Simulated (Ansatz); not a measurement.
A nudged elastic band was laid between two geometries of C₂H₈SSi₃ (14 atoms, charge 0, multiplicity 1).

Computed with RKS PBE0-D4/def2-SVP (Ansatz 0.2.0).

```
movable images  : 7
climbing image  : yes
spring          : 5.0 eV/Å²
optimiser       : quadratic models (default)
start path      : IDPP
force threshold : 0.03 eV/Å
iteration limit : 52
end points      : relaxed
```

Initial state:

```xyz
14
Properties=species:S:1:pos:R:3
Si -0.666 0.063 2.517
S 0.637 1.658 1.873
C 1.049 0.945 0.344
C 1.747 1.266 -0.748
Si 1.019 -0.404 -0.914
Si -0.950 -0.748 -2.121
H 0.089 -1.219 2.618
H -1.795 -0.101 1.555
H -1.182 0.470 3.856
H 2.337 2.113 -1.106
H 1.868 -1.619 -0.713
H -1.782 -1.806 -1.464
H -1.714 0.536 -2.144
H -0.669 -1.182 -3.526
```

Final state:

```xyz
14
Properties=species:S:1:pos:R:3
Si -0.468 -0.781 2.442
S 0.470 1.153 2.261
C 0.880 1.000 0.580
C 1.413 1.754 -0.386
Si 1.004 0.087 -1.019
Si -0.960 -0.300 -2.222
H 0.514 -1.865 2.147
H -1.620 -0.887 1.499
H -0.942 -0.876 3.853
H 1.801 2.768 -0.493
H 2.083 -0.932 -1.205
H -1.962 0.734 -1.824
H -0.727 -0.225 -3.699
H -1.499 -1.660 -1.905
```

(1) Which bonds break or form, and what moves?

(2) Give the energies along the band, and the barrier.

(3) What is the geometry of the highest image?

Answers

(1) No bond is made or broken. The dihedral C4–Si5–Si6–H13 goes from -24 to 95°. The two ends are copies of one structure, up to a mirror image or an exchange of like atoms.

(2) It converged. The highest image is number 4 of 0 to 8, 0.027 eV above the ends, which have the same energy within 2 meV. A vibrational analysis at the climbing image gives one clearly imaginary mode, 79i cm⁻¹: a first-order saddle point.

```
image  path coordinate (Å)  energy (eV)  dihedral C4–Si5–Si6–H13 (°)
    0                 0.00        0.000                          -24
    1                 0.60        0.004                          -10
    2                 1.20        0.013                            5
    3                 1.81        0.023                           19
    4                 2.41        0.027                           34
    5                 3.01        0.024                           49
    6                 3.61        0.014                           65
    7                 4.21        0.005                           80
    8                 4.81        0.000                           95
```

(3) 
```xyz
14
Properties=species:S:1:pos:R:3
Si -0.474 -0.625 2.525
S 0.469 1.287 2.195
C 0.878 1.014 0.528
C 1.429 1.694 -0.482
Si 0.987 -0.002 -1.007
Si -0.957 -0.408 -2.250
H 0.499 -1.731 2.287
H -1.645 -0.789 1.616
H -0.920 -0.620 3.948
H 1.837 2.692 -0.653
H 2.044 -1.054 -1.119
H -2.123 -0.567 -1.328
H -1.228 0.737 -3.172
H -0.810 -1.658 -3.060
```

The run took 2.4 min on 2 threads of AMD EPYC 9R14 (Zen 4), with other jobs on the host, peak memory 0.41 GiB.
